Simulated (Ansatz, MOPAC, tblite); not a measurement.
Bond stretch in NBe (cation, charge +1), lowest singlet found (which spin is the ground state isn't settled by this scan).

Levels of theory: RHF/aug-cc-pVDZ (Ansatz, a program for electronic structure); GFN2-xTB, 300 K electronic temperature (tblite); RKS-PBE = restricted PBE/aug-cc-pVDZ (Ansatz); PM6, restricted, heats of formation (MOPAC).

Energies are in kcal/mol, each relative to the lowest point of its own curve between 1.31 and 1.89 Å, where full CI is lowest.

```csv
R / Å,RHF,GFN2-xTB,RKS-PBE,PM6
1.31,24.5,8.9,30.5,17.1
1.38,10.3,1.8,15.1,5.8
1.45,2.7,0.0,6.0,0.6
1.51,0.0,1.2,1.8,0.0
1.58,0.0,4.6,0.0,2.6
1.63,1.6,7.9,0.3,6.1
1.69,4.7,12.5,1.9,11.6
1.75,8.8,17.5,4.5,18.2
1.82,14.3,23.5,8.4,26.7
1.89,20.2,29.6,13.0,35.7
1.98,28.0,37.1,19.3,47.5
2.09,37.5,45.5,27.4,61.5
2.27,52.1,56.9,40.1,82.6
2.44,64.5,65.2,50.9,99.9
2.66,78.5,74.6,62.5,118.0
2.93,92.8,84.8,73.5,134.4
3.29,107.6,96.1,83.6,148.9
```

At the longest distance, 3.29 Å, PM6 lies highest above its minimum (148.9 kcal/mol) and RKS-PBE lowest (83.6 kcal/mol).

The scan ran from 1.21 to 5.70 Å; beyond the distances shown full CI changes its symmetry label. The restricted form behind RHF, RKS-PBE, PM6 keeps the bonding electrons paired and can't separate into open-shell fragments.
